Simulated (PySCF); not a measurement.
Ionisation energy of Co by level of theory

Co [Ar] 3d7 4s2 [3d3/2^4 3d5/2^3, M_J = 9/2] → Co⁺ [Ar] 3d8 [3d3/2^4 3d5/2^4, M_J = 4], as a difference of total energies. All numbers are calculated (PySCF 2.14, the two-component X2C-1e Hamiltonian, in x2c-QZVPPall-2c (11s9p5d4f2g, 109 functions)). Correlated levels: [Ne] frozen; the 8 highest virtual spinors dropped. "Screened" scales the spin-orbit matrix elements by Boettger's factors to mimic the two-electron term; Breit and QED terms are absent.

| method | ionisation energy (eV) | error (eV) |
| --- | --- | --- |
| GHF (spin-free) | 8.274 | +0.393 |
| GMP2 (spin-free) | 7.104 | -0.777 |
| GHF (screened spin-orbit) | 8.285 | +0.404 |
| GMP2 (screened spin-orbit) | 7.115 | -0.766 |

Reference: 7.881 eV (measured; NIST Atomic Spectra Database, ionization energies).

Errors of the correlated levels include the incompleteness of this basis and the frozen core.

The labels give the starting determinants; with spin-orbit coupling the two ends relaxed to ⟨J²⟩ = 24.77, ⟨L²⟩ = 12.02, ⟨S²⟩ = 3.76 and ⟨J²⟩ = 20.02, ⟨L²⟩ = 12.01, ⟨S²⟩ = 2.01.

MP2 underrates the near-degeneracy of ns² with np² in the lower species.
